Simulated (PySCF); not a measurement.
Geometries of 2 isomers of C3H8BrGeN, from PySCF 2.14.0, PBE0-D3(BJ)/def2-SVP geometry optimisation, gas phase. One conformer each, no zero-point energy, no frequencies.

Problem. Which isomer lies lower at this level?
A.
```xyz
14
angstrom
C      1.817    1.153    0.162
C      1.392   -0.115    0.169
C      0.463   -0.714   -0.831
Ge    -1.359   -0.753   -0.121
N     -1.740    0.912    0.490
Br    -1.355   -2.376    1.567
H      2.479    1.535    0.943
H      1.527    1.848   -0.633
H      1.705   -0.774    0.988
H      0.429   -0.125   -1.761
H      0.738   -1.750   -1.079
H     -2.451   -1.195   -1.104
H     -2.647    1.031    0.930
H     -1.014    1.307    1.083
```
B.
```xyz
14
angstrom
C      0.963   -0.888   -0.257
C      0.737    0.312    0.275
C     -0.581    0.777    0.830
N     -1.660   -0.178    0.721
Ge    -2.973   -0.037   -0.512
Br    -4.241    1.887   -0.146
H      0.158   -1.626   -0.314
H      1.945   -1.163   -0.647
H      1.547    1.050    0.328
H     -0.438    1.068    1.887
H     -0.855    1.727    0.332
H     -1.866   -0.696    1.566
H     -3.908   -1.242   -0.370
H     -2.360    0.160   -1.902
```

Solution. A. That is `[Br][Ge@@H]([NH2])[CH2]C=C`, 15.2 kcal/mol below the other.

```json
{"SMILES": "C=C[CH2][Ge@H]([NH2])[Br]", "atoms numbered as above": "[CH2:1]=[CH:2][CH2:3][Ge@H:4]([NH2:5])[Br:6]", "E (Eh)": "-4823.63373", "relative (kcal/mol)": "0.0", "relative (kJ/mol)": "0.0", "dipole (D)": "1.83"}
{"SMILES": "C=CC[NH][GeH2][Br]", "atoms numbered as above": "[CH2:1]=[CH:2][CH2:3][NH:4][GeH2:5][Br:6]", "E (Eh)": "-4823.60953", "relative (kcal/mol)": "15.2", "relative (kJ/mol)": "63.5", "dipole (D)": "2.04"}
```
